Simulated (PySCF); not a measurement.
Ligand exchange on a metal centre used in film growth or etching (Sc Cl-F). All species are isolated molecules in the gas phase.

Computed with B3LYP-D3(BJ)/def2-TZVP // PBE-D3(BJ)/def2-SVP in PySCF. All candidates: neutral, multiplicity 1. B3LYP has the VWN-RPA correlation part, as in Gaussian. 

| Quantity | Value |
|---|---|
| HOMO–LUMO gap | 5.34 eV |
| dipole moment | 0.06 D |
| LUMO | -3.64 eV |

Task: Say which member has these values.
A. [Sc(Cl)(F)2]
B. [Sc(Cl)2(F)]
C. [Sc(Cl)3]
D. [Sc(F)3]

Result: C, [Sc(Cl)3]. The others give [Sc(F)3]: 7.88 eV, 0.00 D, -3.04 eV; [Sc(Cl)(F)2]: 5.71 eV, 0.51 D, -3.28 eV; [Sc(Cl)2(F)]: 5.54 eV, 0.34 D, -3.49 eV
